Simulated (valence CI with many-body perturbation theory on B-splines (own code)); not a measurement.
## Level structure of La24+

Computed by valence CI with perturbative core correlation (CI+MBPT): five valence electrons over a frozen Dirac-Fock core [Ar] 3d10, radial functions for each j: 9 s, 9 p, 8 d, 6 f, 3 g, 1 h, with the one-electron correlation potential Σ1, the two-electron term Σ2, the three-electron term Σ3, Breit, model QED; selected CI, second order for the rest (own B-spline code, finite nucleus).

No measured spectrum was set against this ion. As an estimate, levels hold to about 250 cm⁻¹ or 0.2 % of their energy and the worst to 1 %, as in measured heavy ions of charge 2 to 7; those with d or f electrons hold less well. Among the levels kept, up to 280 cm⁻¹ of a level comes from second order outside the variational space, and about a tenth of that is noise between levels of different J, which matters for small intervals.

Levels 1 to 45 of 48, with energies above the lowest level, (4s^2 4p1/2^2 4p3/2) J=3/2. "Leading %" is the weight of the configuration and term that name the level; weights of strongly mixed levels are sums over their largest components and can fall short. In the jj column 3d3/2^4 stands for four electrons in 3d with j = 3/2. Lifetimes count E1, E2, E3, M1 and M2 decay at the calculated energies, and are blank where another channel may lead or the interval is too uncertain; long ones can be off by a factor of two.

```
No.  Configuration  Term    J  E (cm⁻¹)  Leading %                     Leading jj    Second component  Lifetime
  1        4s2 4p3   2P°  3/2         0         40      4s^2 4p1/2^2 4p3/2 (96 %)    36 % 4s2 4p3 4S°          
  2        4s2 4p3   4S°  3/2    152340         49      4s^2 4p1/2 4p3/2^2 (96 %)    48 % 4s2 4p3 2D°   13.2 μs
  3        4s2 4p3   2D°  5/2    180630         98      4s^2 4p1/2 4p3/2^2 (98 %)                       65.4 μs
  4        4s2 4p3   2P°  1/2    217140         98      4s^2 4p1/2 4p3/2^2 (98 %)                       13.2 μs
  5        4s2 4p3   2P°  3/2    372530         56            4s^2 4p3/2^3 (97 %)    28 % 4s2 4p3 2D°   4.84 μs
  6         4s 4p4    4P  5/2    607000         77      4s 4p1/2^2 4p3/2^2 (90 %)      16 % 4s 4p4 2D   80.8 ps
  7         4s 4p4    4P  3/2    676930         35      4s 4p1/2^2 4p3/2^2 (68 %)      28 % 4s 4p4 2D   24.3 ps
  8         4s 4p4    4P  1/2    685130         50      4s 4p1/2^2 4p3/2^2 (82 %)      41 % 4s 4p4 2S   26.0 ps
  9         4s 4p4    4P  3/2    770960         33      4s^2 4p1/2^2 4d3/2 (56 %)  30 % 4s2 4p2 4d 4F   65.5 ps
 10         4s 4p4    2D  3/2    797930         33        4s 4p1/2 4p3/2^3 (48 %)      22 % 4s 4p4 4P   19.3 ps
 11         4s 4p4    2D  5/2    822120         56        4s 4p1/2 4p3/2^3 (72 %)      17 % 4s 4p4 4P   37.0 ps
 12     4s2 4p2 4d    4D  5/2    833320         28      4s^2 4p1/2^2 4d5/2 (70 %)  25 % 4s2 4p2 4d 4F   20.0 ps
 13         4s 4p4    2P  1/2    865190         37        4s 4p1/2 4p3/2^3 (58 %)      21 % 4s 4p4 4P   13.1 ps
 14         4s 4p4    2P  3/2    873820         36        4s 4p1/2 4p3/2^3 (51 %)  20 % 4s2 4p2 4d 2P   19.3 ps
 15     4s2 4p2 4d    2F  5/2    917630         56  4s^2 4p1/2 4p3/2 4d3/2 (90 %)  39 % 4s2 4p2 4d 4F    213 ps
 16     4s2 4p2 4d    4D  1/2    932630         77  4s^2 4p1/2 4p3/2 4d3/2 (77 %)       6 % 4s 4p4 4P   25.4 ps
 17     4s2 4p2 4d    4F  7/2    938780         46  4s^2 4p1/2 4p3/2 4d3/2 (80 %)  30 % 4s2 4p2 4d 2G   1.58 ns
 18     4s2 4p2 4d    4D  3/2    948200         40  4s^2 4p1/2 4p3/2 4d3/2 (58 %)  22 % 4s2 4p2 4d 4F   8.07 ps
 19     4s2 4p2 4d    4D  7/2    951860         50  4s^2 4p1/2 4p3/2 4d5/2 (94 %)  24 % 4s2 4p2 4d 4F   15.3 ns
 20     4s2 4p2 4d    4F  9/2    980140         52  4s^2 4p1/2 4p3/2 4d5/2 (95 %)  47 % 4s2 4p2 4d 2G          
 21     4s2 4p2 4d    2F  5/2    992770         27  4s^2 4p1/2 4p3/2 4d5/2 (74 %)  23 % 4s2 4p2 4d 4P   7.24 ps
 22     4s2 4p2 4d    2P  3/2   1002100         34  4s^2 4p1/2 4p3/2 4d5/2 (57 %)  25 % 4s2 4p2 4d 4D   3.85 ps
 23     4s2 4p2 4d    4P  5/2   1028700         31  4s^2 4p1/2 4p3/2 4d3/2 (44 %)  31 % 4s2 4p2 4d 2D   2.63 ps
 24     4s2 4p2 4d    4P  1/2   1035200         46  4s^2 4p1/2 4p3/2 4d3/2 (75 %)  24 % 4s2 4p2 4d 2S   2.42 ps
 25     4s2 4p2 4d    4P  3/2   1036700         44  4s^2 4p1/2 4p3/2 4d3/2 (55 %)  38 % 4s2 4p2 4d 2P   2.51 ps
 26     4s2 4p2 4d    2G  7/2   1038400         50  4s^2 4p1/2 4p3/2 4d5/2 (65 %)  17 % 4s2 4p2 4d 4F   12.1 ps
 27         4s 4p4    2S  1/2   1044500         26              4s 4p3/2^4 (60 %)      23 % 4s 4p4 2P   11.0 ps
 28     4s2 4p2 4d    2D  3/2   1071200         74  4s^2 4p1/2 4p3/2 4d5/2 (70 %)   8 % 4s2 4p2 4d 4F   7.78 ps
 29     4s2 4p2 4d    2D  5/2   1079500         57  4s^2 4p1/2 4p3/2 4d5/2 (59 %)  32 % 4s2 4p2 4d 2F   2.33 ps
 30     4s2 4p2 4d    2P  1/2   1103000         53  4s^2 4p1/2 4p3/2 4d5/2 (69 %)  24 % 4s2 4p2 4d 2S   2.94 ps
 31     4s2 4p2 4d    2F  7/2   1140300         49      4s^2 4p3/2^2 4d5/2 (97 %)  39 % 4s2 4p2 4d 4D    151 ps
 32     4s2 4p2 4d    2G  9/2   1151800         51      4s^2 4p3/2^2 4d5/2 (94 %)  47 % 4s2 4p2 4d 4F   9.62 μs
 33     4s2 4p2 4d    2P  1/2   1162600         62      4s^2 4p3/2^2 4d3/2 (61 %)  22 % 4s2 4p2 4d 4P   3.59 ps
 34     4s2 4p2 4d    2D  3/2   1173900         46      4s^2 4p3/2^2 4d3/2 (84 %)  25 % 4s2 4p2 4d 4P   2.30 ps
 35     4s2 4p2 4d    2D  5/2   1179700         37      4s^2 4p3/2^2 4d3/2 (68 %)  19 % 4s2 4p2 4d 4P   2.28 ps
 36     4s2 4p2 4d    2F  7/2   1209500         79      4s^2 4p3/2^2 4d3/2 (77 %)  14 % 4s2 4p2 4d 2G   1.96 ps
 37     4s2 4p2 4d    2D  5/2   1223500         83      4s^2 4p3/2^2 4d5/2 (95 %)  10 % 4s2 4p2 4d 4D    258 ps
 38     4s2 4p2 4d    2D  3/2   1233000         44      4s^2 4p3/2^2 4d3/2 (58 %)  40 % 4s2 4p2 4d 2P   2.68 ps
 39     4s2 4p2 4d    2S  1/2   1249000         39      4s^2 4p3/2^2 4d5/2 (47 %)  22 % 4s2 4p2 4d 4P   2.63 ps
 40     4s2 4p2 4d    2D  3/2   1279800         64      4s^2 4p3/2^2 4d5/2 (67 %)  16 % 4s2 4p2 4d 2P   2.65 ps
 41     4s2 4p2 4d    2D  5/2   1298700         54      4s^2 4p3/2^2 4d5/2 (80 %)  35 % 4s2 4p2 4d 2F   2.13 ps
 42            4p5   2P°  3/2   1332400         63         4p1/2^2 4p3/2^3 (63 %)  21 % 4s 4p3 4d 2P°   18.5 ps
 43      4s 4p3 4d   6D°  1/2   1351500         64  4s 4p1/2^2 4p3/2 4d3/2 (76 %)  26 % 4s 4p3 4d 4P°    152 ps
 44      4s 4p3 4d   6D°  5/2   1351900         50  4s 4p1/2^2 4p3/2 4d3/2 (76 %)  16 % 4s 4p3 4d 4F°    106 ps
 45      4s 4p3 4d   6D°  3/2   1356600         56  4s 4p1/2^2 4p3/2 4d3/2 (64 %)  11 % 4s 4p3 4d 4P°   39.7 ps
```

The ionisation energy to 4s2 4p2 3P_0 of the next ion comes out as 807.93 eV (NIST: 806 ± 4 eV (theoretical)). All 48 levels together are meant to be complete up to 1413000 cm⁻¹.
